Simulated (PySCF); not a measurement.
## `C#CC[C@@H]1OC[C@@H]1C`, C7H10O

Cartesian coordinates in Å; atom numbers follow the order of the lines, from 1:
```xyz
18

C     2.438    0.451   -1.933
C     1.766   -0.276   -1.260
C     0.959   -1.143   -0.429
C     0.518   -0.435    0.852
O    -0.302   -1.266    1.685
C    -1.379   -0.327    1.674
C    -0.593    0.634    0.772
C    -1.205    0.950   -0.580
H     3.028    1.077   -2.533
H     0.086   -1.488   -0.987
H     1.545   -2.021   -0.143
H     1.408   -0.098    1.401
H    -1.607    0.038    2.679
H    -2.282   -0.755    1.229
H    -0.310    1.562    1.271
H    -0.456    1.386   -1.237
H    -2.019    1.661   -0.454
H    -1.604    0.056   -1.053
```

Level of theory: PySCF 2.14.0, TDDFT BHandHLYP/def2-SVPD circular dichroism and optical rotation, one conformer, gas phase. Geometry: GFN2-xTB.

The molecule is flexible and this is one conformer; a measurement averages over conformers.

Stereocentres: C4 S, C7 S.

Question: Give the optical rotatory dispersion at 633, 589.3, 546, 436, 405, 365, 355 nm.

Answer: [α] in deg dm⁻¹ (g/mL)⁻¹:
| λ (nm) | origin-invariant length gauge | modified velocity gauge | length gauge (centre of mass) | isotropic polarisability (au) |
| --- | --- | --- | --- | --- |
| 633 | +162.7 | +171.4 | +162.7 | 81.2 |
| 589.3 | +190.3 | +200.4 | +190.3 | 81.4 |
| 546 | +225.4 | +237.3 | +225.4 | 81.7 |
| 436 | +378.5 | +398.0 | +378.5 | 83.0 |
| 405 | +452.5 | +475.5 | +452.4 | 83.6 |
| 365 | +587.8 | +617.1 | +587.6 | 84.6 |
| 355 | +631.8 | +663.1 | +631.6 | 85.0 |

Question: And for the mirror image at 589.3 nm?

Answer: -190.3 deg dm⁻¹ (g/mL)⁻¹ (origin-invariant length gauge): the same size and the opposite sign.

Question: What is the molar rotation [Φ] = [α]·M/100 of the geometry above at 589.3 nm?

Answer: With M = 110.16 g/mol, +209.6 deg cm² dmol⁻¹ (origin-invariant length gauge).

The first excitation lies at 6.60 eV (188 nm) with R = +0.4 × 10⁻⁴⁰ esu² cm² (velocity form).
